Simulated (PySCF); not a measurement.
This PySCF input asks for the NMR shieldings of `[AlH3-][O+]1CCC[C@H]1C[SiH3]`, C₅H₁₅AlOSi; the geometry comes from PBE0-D3(BJ)/def2-SVP.

```python
import basis_set_exchange as bse
import numpy as np
from pyscf import gto, dft
from pyscf.prop import nmr

atoms = """
Al   -1.279313    2.036974    1.556352
O    -0.710046    0.514901    0.428426
C    -1.682683   -0.151309   -0.394928
C    -0.953318   -1.372517   -0.910212
C    -0.068352   -1.745990    0.276284
C     0.328166   -0.399746    0.886317
C     1.686460    0.153192    0.492195
Si    2.050616    0.426478   -1.345836
H    -2.062639    2.902043    0.456722
H    -2.176911    1.237657    2.628557
H     0.156596    2.546526    2.062850
H    -1.999926    0.559267   -1.169610
H    -2.552599   -0.416622    0.230100
H    -1.642177   -2.177141   -1.201965
H    -0.348745   -1.115518   -1.793760
H    -0.644813   -2.332558    1.007478
H     0.810830   -2.340251   -0.009925
H     0.250794   -0.429239    1.985402
H     1.817166    1.126861    0.994342
H     2.465728   -0.509995    0.904629
H     2.128211   -0.876149   -2.080632
H     1.002073    1.268926   -1.994290
H     3.373070    1.108694   -1.464451
"""
names = dict.fromkeys(["Al", "O", "C", "Si", "H"], "pcSseg-1")
basis = {el: gto.basis.parse(bse.get_basis(n, elements=[el], fmt="nwchem")) for el, n in names.items()}
mol = gto.M(atom=atoms, basis=basis, charge=0, verbose=0)
mf = dft.RKS(mol, xc="PBE0")
mf.grids.level = 2
mf.grids.alignment = dft.numint.BLKSIZE   # the property module wants whole blocks of grid points
mf.conv_tol = 1e-9
mf.kernel()

calc = nmr.RKS(mf)   # GIAO
C = mf.mo_coeff
Co = C[:, mf.mo_occ > 0]
resp = mf.gen_response(singlet=True, hermi=2)
def vind(x):   # induced exchange potential for any number of trial vectors
    d = np.einsum("pi,xij,qj->xpq", C, 2 * x.reshape(-1, C.shape[1], Co.shape[1]), Co, optimize=True)
    return np.einsum("xpq,pi,qj->xij", resp(d - d.transpose(0, 2, 1)), C, Co, optimize=True).ravel()
mo1, _ = nmr.rhf.solve_mo1(calc, with_cphf=vind)
sigma = calc.kernel(mo1)
for i, s in enumerate(sigma):   # ppm
    w = np.linalg.eigvalsh((s + s.T) / 2)
    print("%2d %-2s iso %8.1f  s11 %8.1f  s22 %8.1f  s33 %8.1f" % (i, mol.atom_pure_symbol(i), w.mean(), *w))
```

Problem. What are the results?

Solution. 
```
 0 Al iso    414.1  s11    397.2  s22    405.8  s33    439.3
 1 O  iso    263.4  s11    164.7  s22    288.6  s33    336.8
 2 C  iso    110.2  s11     65.0  s22    100.7  s33    164.9
 3 C  iso    156.5  s11    134.1  s22    166.5  s33    169.0
 4 C  iso    151.4  s11    124.3  s22    160.0  s33    169.9
 5 C  iso    102.2  s11     60.6  s22     88.6  s33    157.6
 6 C  iso    168.9  s11    149.1  s22    166.4  s33    191.1
 7 Si iso    427.7  s11    406.1  s22    415.6  s33    461.3
 8 H  iso     27.1  s11     23.6  s22     26.1  s33     31.7
 9 H  iso     27.1  s11     23.7  s22     26.1  s33     31.7
10 H  iso     27.1  s11     23.1  s22     27.3  s33     30.9
11 H  iso     26.9  s11     22.7  s22     25.7  s33     32.4
12 H  iso     27.5  s11     22.0  s22     26.5  s33     34.2
13 H  iso     29.5  s11     25.2  s22     25.7  s33     37.5
14 H  iso     29.3  s11     25.3  s22     27.7  s33     34.8
15 H  iso     29.2  s11     24.2  s22     26.8  s33     36.6
16 H  iso     29.5  s11     25.3  s22     27.8  s33     35.4
17 H  iso     26.7  s11     24.1  s22     25.2  s33     30.8
18 H  iso     29.1  s11     23.5  s22     28.3  s33     35.6
19 H  iso     30.7  s11     25.9  s22     28.0  s33     38.1
20 H  iso     27.4  s11     23.7  s22     26.6  s33     32.1
21 H  iso     27.4  s11     23.7  s22     27.1  s33     31.3
22 H  iso     27.4  s11     23.8  s22     24.9  s33     33.7
```

These numbers come from an equivalent density-fitted implementation of the same equations, which agrees with the script to about 0.01 ppm for H and up to a few tenths of a ppm for heavy atoms, so last digits may differ.

Problem. Turn these shieldings into chemical shifts. Shifts are taken against calculated references (same method and geometry level): 27Al (σref 489.28) vs AlH4-; 17O (σref 334.56) vs H2O; TMS for 13C (σref 184.41) and 29Si (σref 351.99) and 1H (σref 31.27).

Solution. Averaging equivalent atoms: Al 0: 75.2; O 1: 71.2; C 5: 82.2; C 2: 74.2; C 4: 33.0; C 3: 27.9; C 6: 15.5; Si 7: -75.7; H 17: 4.59; H 11: 4.34; H 8/9/10: 4.14; H 20/21/22: 3.85; H 12: 3.72; H 18: 2.12; H 15: 2.08; H 14: 2.00; H 13: 1.78; H 16: 1.76; H 19: 0.59 ppm. Experimental scales use liquid or dissolved standards, which lie at an offset from isolated H2O (liquid H2O: subtract about 36 ppm).

Size and cost of the density-fitted run: 225 basis functions, 110 s wall time on 1 thread of an Arm Neoverse N1, shared host; peak memory 1.1 GiB.
